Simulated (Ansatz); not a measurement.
The cluster SbTe₂⁺. Charge 1, multiplicity 3. Geometry PBE0-D4/def2-SVP; atoms count from 1.

```csv
atom,x (Å),y (Å),z (Å)
Sb1,-1.5906,0.2952,0.2601
Te2,1.0419,1.1662,-0.1134
Te3,0.5487,-1.4614,-0.1467
```

In the def2 sets Sb, Te take a core potential; there is no spin–orbit coupling. The structure comes from a short search, and lower isomers may exist.

(1) Estimate the Mulliken populations from the PBE0/def2-TZVP orbitals of Ansatz.

(2) Where does the spin sit?

(3) And the Mayer bond orders between heavy atoms (over 0.3)?

Answers

(1) 
```csv
atom,charge (e),spin (α − β)
Sb1,0.44,0.90
Te2,0.28,0.55
Te3,0.28,0.55
```
Mulliken values depend strongly on the basis.

(2) Summed by element: Sb 0.90, Te 1.10, of 2 unpaired in all. Largest on single atoms: Sb1 0.90, Te2 0.55, Te3 0.55.

(3) Sb1–Te2 1.06 (2.80 Å); Sb1–Te3 1.06 (2.80 Å); Te2–Te3 1.46 (2.67 Å).
